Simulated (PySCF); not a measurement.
Structure problem from calculated spectra and properties.

Elements present: F, Ge and H. Monoisotopic mass: 113.9336 u.

| Property | Result |
| --- | --- |
| XPS | F1s 692.1 (×2) eV [ΔSCF SCAN, pcX-2 on the ionised atom, pcseg-1 elsewhere, spin-free X2C] |
| Dipole | 2.86 D [CAM-B3LYP/def2-SVPD] |
| UV, first state | lowest singlet excitation: 8.27 eV (150 nm, f = 0.000) [TDDFT CAM-B3LYP/def2-SVPD] |
| Polarisability | 29.7 au [CAM-B3LYP/def2-SVPD] |
| Rotational structure | rotational constants A, B, C: 14.870, 6.763, 4.968 GHz [PBE0-D3(BJ)/def2-SVP] |
| NMR, other nuclei | isotropic shieldings of nuclei other than C and H, by class: 339 (2 F), 1298 (1 Ge) ppm [GIAO B3LYP/pcSseg-1 (pcSseg-2 on Ge)] |
| 1H NMR | chemical shifts (computed TMS as zero) by class: 5.83 (2 H) ppm [GIAO B3LYP/pcSseg-1 (pcSseg-2 on Ge)] |
| UV, strongest line | among the 15 lowest singlet transitions: S3 at 9.37 eV (132 nm, f = 0.292) [TDDFT CAM-B3LYP/def2-SVPD] |

The electronic properties come from PySCF, for the isolated species, density fitting. Levels stand in brackets. Geometry: PBE0-D3(BJ)/def2-SVP; no solvent, vibrations or thermal averaging. The calculation (core ionisation apart) is non-relativistic and has no spin–orbit coupling, an omission that weighs most on germanium. NMR values are class means; diastereotopic atoms form classes of their own.

Task: Which formula fits the mass and the elements?

Result: F2GeH2 (calculated 113.9336). No other formula that holds each of these elements comes within 0.0003 u with a fitting electron parity and a possible valence count.

Task: What is the compound? Reason from the data.

Result: All hydrogens form one class (5.83 ppm): hydrogen on germanium. The other shieldings belong to: 339 ppm, fluorine bonded to Ge; 1298 ppm, germanium bonded to 2 F and 2 H. The core levels belong to: F1s 692.1 eV, fluorine bonded to Ge. No core level of Ge was computed. The optimised geometry has point group C2v and is an asymmetric top. Structure: `[F][GeH2][F]` (GeF2H2). The assignments are read from this structure; whether some other isomer fits the data as well wasn't checked. NMR values of atoms bound to Ge lack the spin–orbit term that these neighbours bring.
